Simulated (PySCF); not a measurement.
# Continuum solvent and chemical shifts

Molfile (atoms numbered from 1):
```
C5H14P2S
     RDKit          3D

 22 21  0  0  0  0  0  0  0  0999 V2000
    3.1820    0.5875   -0.3336 C   0  0  0  0  0  0  0  0  0  0  0  0
    2.0225   -0.3461   -0.0258 C   0  0  0  0  0  0  0  0  0  0  0  0
    0.6913    0.3872    0.0758 C   0  0  0  0  0  0  0  0  0  0  0  0
   -0.6863   -0.6867    0.6384 P   0  0  1  0  0  5  0  0  0  0  0  0
   -1.0961   -1.9420   -1.1635 P   0  0  0  0  0  0  0  0  0  0  0  0
   -0.3430   -1.6196    2.3174 S   0  0  0  0  0  0  0  0  0  0  0  0
   -2.1630    0.4035    0.7109 C   0  0  0  0  0  0  0  0  0  0  0  0
   -2.5026    1.1959   -0.5410 C   0  0  0  0  0  0  0  0  0  0  0  0
    3.2875    1.3592    0.4456 H   0  0  0  0  0  0  0  0  0  0  0  0
    3.0400    1.1063   -1.2953 H   0  0  0  0  0  0  0  0  0  0  0  0
    4.1323    0.0362   -0.3877 H   0  0  0  0  0  0  0  0  0  0  0  0
    2.1965   -0.8798    0.9229 H   0  0  0  0  0  0  0  0  0  0  0  0
    1.9562   -1.1243   -0.8059 H   0  0  0  0  0  0  0  0  0  0  0  0
    0.4102    0.8493   -0.8854 H   0  0  0  0  0  0  0  0  0  0  0  0
    0.7546    1.1917    0.8296 H   0  0  0  0  0  0  0  0  0  0  0  0
   -2.1015   -2.6724   -0.4604 H   0  0  0  0  0  0  0  0  0  0  0  0
   -0.0722   -2.8677   -0.8041 H   0  0  0  0  0  0  0  0  0  0  0  0
   -1.9754    1.0562    1.5800 H   0  0  0  0  0  0  0  0  0  0  0  0
   -2.9854   -0.2661    1.0111 H   0  0  0  0  0  0  0  0  0  0  0  0
   -1.6919    1.8815   -0.8282 H   0  0  0  0  0  0  0  0  0  0  0  0
   -3.4039    1.8046   -0.3733 H   0  0  0  0  0  0  0  0  0  0  0  0
   -2.7037    0.5374   -1.4000 H   0  0  0  0  0  0  0  0  0  0  0  0
  1  2  1  0
  2  3  1  0
  3  4  1  0
  4  5  1  6
  4  6  2  0
  4  7  1  0
  7  8  1  0
  1  9  1  0
  1 10  1  0
  1 11  1  0
  2 12  1  0
  2 13  1  0
  3 14  1  0
  3 15  1  0
  5 16  1  0
  5 17  1  0
  7 18  1  0
  7 19  1  0
  8 20  1  0
  8 21  1  0
  8 22  1  0
M  END
```

GIAO PBE0/pcSseg-1 in PySCF 2.14 on one PBE0-D3(BJ)/def2-SVP conformer, non-relativistic, equivalent nuclei averaged. Solvents enter as an IEF-PCM continuum (dichloromethane with ε = 8.9, acetonitrile with ε = 35.7) around the gas-phase geometry. Shifts are referred to TMS, CS2 computed in the same medium.

Gas phase, δ in ppm: C3 37.9, C7 37.4, C2 18.2, C1 17.1, C8 11.1, S6 -136.5, H16/H17 3.08, H12 2.14, H18 1.79, H19 1.77, H14 1.68, H20/H21/H22 1.08, H9/H10/H11 1.06, H15 0.89. Dipole moment 3.82 D.

Task: How does each δ change in the continuum?

Result: 
```json
{"atoms": "C3", "environment": "sp3 CH2 bonded to P", "Δδ, dichloromethane": "+0.2", "Δδ, acetonitrile": "+0.2"}
{"atoms": "C7", "environment": "sp3 CH2 bonded to P", "Δδ, dichloromethane": "0.0", "Δδ, acetonitrile": "0.0"}
{"atoms": "C2", "environment": "sp3 CH2", "Δδ, dichloromethane": "+0.8", "Δδ, acetonitrile": "+0.9"}
{"atoms": "C1", "environment": "methyl carbon", "Δδ, dichloromethane": "+0.1", "Δδ, acetonitrile": "+0.1"}
{"atoms": "C8", "environment": "methyl carbon", "Δδ, dichloromethane": "+0.4", "Δδ, acetonitrile": "+0.5"}
{"atoms": "S6", "environment": "sulfur bonded to P", "Δδ, dichloromethane": "-50.9", "Δδ, acetonitrile": "-58.5"}
{"atoms": "H16/H17", "environment": "hydrogen on a phosphorus bonded to P", "Δδ, dichloromethane": "+0.12", "Δδ, acetonitrile": "+0.12"}
{"atoms": "H12", "environment": "hydrogen on an sp3 CH2", "Δδ, dichloromethane": "-0.34", "Δδ, acetonitrile": "-0.42"}
{"atoms": "H18", "environment": "hydrogen on an sp3 CH2 bonded to P", "Δδ, dichloromethane": "+0.11", "Δδ, acetonitrile": "+0.12"}
{"atoms": "H19", "environment": "hydrogen on an sp3 CH2 bonded to P", "Δδ, dichloromethane": "+0.10", "Δδ, acetonitrile": "+0.11"}
{"atoms": "H14", "environment": "hydrogen on an sp3 CH2 bonded to P", "Δδ, dichloromethane": "+0.24", "Δδ, acetonitrile": "+0.31"}
{"atoms": "H20/H21/H22", "environment": "hydrogen on a methyl carbon", "Δδ, dichloromethane": "+0.07", "Δδ, acetonitrile": "+0.09"}
{"atoms": "H9/H10/H11", "environment": "hydrogen on a methyl carbon", "Δδ, dichloromethane": "+0.01", "Δδ, acetonitrile": "+0.02"}
{"atoms": "H15", "environment": "hydrogen on an sp3 CH2 bonded to P", "Δδ, dichloromethane": "+0.26", "Δδ, acetonitrile": "+0.30"}
```

Changes are relative to the gas phase. The dipole moment becomes 5.46 D in dichloromethane, 5.77 D in acetonitrile.

Task: Which nuclei move most (in ppm), and what does the model miss?

Result: S6 (sulfur bonded to P, -58.5 ppm) in acetonitrile. A continuum only polarises the solute; specific hydrogen bonds, the anisotropy of aromatic solvents and changes of geometry or conformer are outside it.
